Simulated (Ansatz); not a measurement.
B5N4H16⁻, a cluster cut from zinc blende BN (hydrogen-capped), relaxed as a singlet with RKS r2SCAN-D4/def2-SVP in Ansatz, starting from the GFN2-xTB geometry. Force threshold 0.03 eV/Å.

Start:

```xyz
25

N    -0.768   -0.433   -1.112
N     1.612   -0.797   -0.256
N    -0.093    1.809   -0.099
N    -0.295   -0.276    1.360
B    -0.870    1.110   -1.298
B     0.595   -1.116   -1.437
B    -1.304   -0.873    0.305
B     1.105   -0.950    1.245
B    -0.353    1.281    1.378
H    -1.426   -0.825   -1.774
H     1.928    0.157   -0.374
H     2.424   -1.392   -0.371
H    -0.308    2.799   -0.122
H     0.898    1.718   -0.285
H    -0.657   -0.567    2.260
H    -0.339    1.475   -2.333
H    -2.017    1.474   -1.267
H     1.084   -0.676   -2.462
H     0.471   -2.311   -1.514
H    -1.323   -2.079    0.384
H    -2.410   -0.423    0.489
H     1.041   -2.124    1.502
H     1.928   -0.405    1.959
H    -1.437    1.669    1.733
H     0.516    1.755    2.089
```

Q: Estimate the energy that the relaxation releases and the steps that it takes.

A: 13.1 kJ/mol, in 4 steps; 15 s on 2 threads of AMD EPYC 7R13 on a shared host and a share (18 GiB) of an NVIDIA H100 80GB HBM3. No frequencies were taken in this run, so the end may be a saddle point.

Q: Does the start keep its bonding and symmetry?

A: By distances, no bond broke or formed. The bond that changes most is B8–H22, from 1.20 to 1.23 Å (atoms count from 1). Point group C2v at the start, C2v at the end, both within 0.05 Å.

Q: Predict the relaxed structure.

A: 
Cartesian coordinates in Å:
```
N -0.7686 -0.4337 -1.1166
N 1.6192 -0.8069 -0.2570
N -0.0999 1.8210 -0.0980
N -0.2940 -0.2761 1.3649
B -0.8728 1.1199 -1.3147
B 0.6005 -1.1236 -1.4538
B -1.3184 -0.8828 0.3082
B 1.1173 -0.9545 1.2584
B -0.3511 1.2924 1.3943
H -1.4292 -0.8262 -1.7892
H 2.0363 0.1156 -0.3934
H 2.4053 -1.4481 -0.3668
H -0.3712 2.8046 -0.1083
H 0.9027 1.8424 -0.2930
H -0.6534 -0.5658 2.2758
H -0.3318 1.4886 -2.3662
H -2.0463 1.4884 -1.2548
H 1.0974 -0.6777 -2.4972
H 0.4705 -2.3475 -1.5003
H -1.3231 -2.1141 0.3873
H -2.4424 -0.4090 0.4931
H 1.0391 -2.1605 1.4954
H 1.9523 -0.3998 1.9861
H -1.4711 1.6805 1.7287
H 0.5329 1.7728 2.1170
```
Bond lengths: 10 × B–N 1.57 to 1.60 Å; 10 × B–H 1.23 to 1.24 Å; 6 × H–N 1.02 Å.
